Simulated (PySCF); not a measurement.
**Excitation energy of Pt⁺ by level of theory**

Pt⁺ [Xe] 4f14 5d9 (2D) → Pt⁺ [Xe] 4f14 5d8 6p1 (high-spin determinant), as a difference of total energies. Calculation: PySCF 2.14, in ANO-RCC-VTZP (8s7p5d3f1g, 84 functions); scalar relativity by spin-free X2C-1e. Correlated levels: valence and next inner shell: [Kr] 4d10 4f14 frozen. The calculations carry no spin-orbit coupling.

| method | excitation energy (cm⁻¹) |
| --- | --- |
| UHF | 53616 |
| MP2 (valence and next inner shell) | 62328 |
| SCS-MP2 (valence and next inner shell) | 62119 |
| CCSD (valence and next inner shell) | 59877 |
| CCSD(T) (valence and next inner shell) | 59987 |

A first-order spin-orbit estimate (lowest level to lowest level, LS coupling) adds -0.011 eV.

The basis was made for the ground configuration and has no added diffuse functions, so the excitation energy can come out too high.

The determinant of the upper state mixes LS terms, which raises its energy above the lowest term, most at the Hartree-Fock and MP2 levels.
